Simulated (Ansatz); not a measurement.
Geometry optimisation, RKS PBE-D4/def2-SVP in Ansatz.

The input (input.yaml):

```yaml
crystal:
  periodic: [false, false, false]
  atoms:
    - { symbol: F, position_ang: [1.2339, -1.3688, 0.0179] }
    - { symbol: C, position_ang: [0.1292, -0.4318, -0.0225] }
    - { symbol: S, position_ang: [0.4998, 1.0137, 0.9935] }
    - { symbol: Te, position_ang: [-0.1314, 0.2183, -2.0424] }
    - { symbol: H, position_ang: [-0.7806, -0.9288, 0.3487] }
    - { symbol: H, position_ang: [0.632, 0.2497, 2.175] }
    - { symbol: H, position_ang: [-1.5216, 1.1797, -1.5158] }
basis:
  gaussian: { orbitals: def2-SVP }
hamiltonian:
  xc: pbe
  dispersion: d4
relax:
  f_tol: 0.015
  max_steps: 40
output:
  orbitals: {}
```

Command:

```bash
$ ansatz run input.yaml --threads 1 --pin off --max-ram 2048MiB --backend cpu --events-out ev --progress --plain --runs-dir out
```

Where does it end, and by what steps?

The run converged. After 8 steps the energy has fallen by 0.224 eV; S3 moved furthest, 0.16 Å.

```
step  energy less start (eV)  largest force component (eV/Å)  accepted
   0                  0.0000                           1.588       yes
   1                 -0.1060                           1.206       yes
   2                 -0.1932                           0.785       yes
   3                 -0.2168                           0.328       yes
   4                 -0.2221                           0.164       yes
   5                 -0.2236                           0.075       yes
   6                 -0.2243                           0.023       yes
   7                 -0.2244                           0.018       yes
   8                 -0.2244                           0.003       yes
```

```xyz
7
Properties=species:S:1:pos:R:3
F 1.177 -1.391 -0.078
C 0.186 -0.442 0.014
S 0.643 0.970 1.045
Te -0.164 0.293 -2.054
H -0.742 -0.928 0.376
H 0.521 0.320 2.245
H -1.560 1.111 -1.593
```

Whether the end is a true minimum wasn't checked by a vibrational analysis.

Time of the run: 29 s on 1 thread of Arm Neoverse V2, on a shared host, peak memory 0.14 GiB.
